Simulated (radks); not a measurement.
Spherical quantum dot in the effective-mass picture: electrons in a parabolic well V = omega^2 r^2 / 2 with omega = 0.104, all in effective atomic units (hartree* = m*/eps^2 hartree, bohr* = eps/m* bohr), one dielectric constant everywhere. Method: non-relativistic Kohn-Sham, PBEsol, spin-polarised, spherical densities; computed with a radial shooting solver with Libxc functionals. Levels are named by radial order and angular momentum (1s, 1p, 1d, 2s, ...), and open shells are averaged over m. Results are scaled to m* = 0.059 and eps = 5.5, for which hartree* = 53.07 meV and bohr* = 4.933 nm.

N = 7, configuration 1s2 1p(up 3, down 2). This is the lowest configuration that the search found. Occupied levels:

level    occupation  eigenvalue (meV)  <r> (nm)
1s up             1            57.794     28.61
1s down           1            58.100     28.29
1p up             3            59.833     33.22
1p down           2            60.188     33.18

Energy (meV): total 248.396, kinetic 21.445, external 91.383, Hartree 180.93, exchange-correlation -45.362.
